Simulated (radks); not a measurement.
The numbers below are computed, except where a source is named.
All-electron atom: Ag2+ in [Ar] 3d10 4s1.5 4p6 4d9.5 (fractional occupations, a model configuration). Code: a radial shooting solver on a logarithmic mesh with Libxc functionals. Model: scalar-relativistic Kohn-Sham, BLYP, spin-polarised, spherical densities, point nucleus; open shells are filled with parallel spins first (spin-orbit coupling, left out, can overturn this in heavy ions).

Local quantities along the radius. ELF = 1/(1 + alpha^2) is the electron localisation function; alpha = (tau - tau_W)/tau_unif compares the Pauli kinetic energy density with that of the uniform gas (summed over spins). tau is taken from the large components.

```
   r/bohr * ELF (the largest magnitude, 0.999, reaches the edge; | marks zero)
 0.002184 |                                                      *
 0.002502 |                                                      *
 0.002889 |                                                      *
 0.003337 |                                                      *
 0.003854 |                                                      *
 0.004415 |                                                      *
 0.005099 |                                                      *
 0.005889 |                                                      *
 0.006747 |                                                      *
 0.007791 |                                                      *
 0.008998 |                                                      *
  0.01039 |                                                      *
  0.01191 |                                                      *
  0.01375 |                                                     *
  0.01588 |                                                     *
  0.01834 |                                                    *
  0.02101 |                                                  *
  0.02426 |                                               *
  0.02802 |                                        *
  0.03236 |                               *
  0.03708 |                       *
  0.04282 |                 *
  0.04945 |                *
  0.05666 |                    *
  0.06543 |                           *
  0.07557 |                                   *
  0.08727 |                                       *
  0.09999 |                                         *
   0.1155 |                                      *
   0.1334 |                               *
    0.154 |                     *
   0.1764 |                *
   0.2038 |                  *
   0.2353 |                           *
   0.2696 |                                    *
   0.3114 |                                         *
   0.3596 |                                         *
   0.4153 |                                    *
   0.4758 |                       *
   0.5495 |           *
   0.6346 |          *
   0.7329 |                       *
   0.8397 |                                   *
   0.9697 |                                        *
     1.12 |                                       *
    1.293 |                                   *
    1.482 |                            *
    1.711 |                   *
    1.976 |            *
    2.264 |      *
    2.615 |  *
     3.02 |*
    3.488 *
    3.996 *
    4.615 *
     5.33 *
    6.155 *
```

On this mesh the ELF has minima near r = 0.049, 0.18, 0.63 bohr, which separate the shells, and maxima near 0.100 (0.76), 0.36 (0.76), 0.97 (0.74).
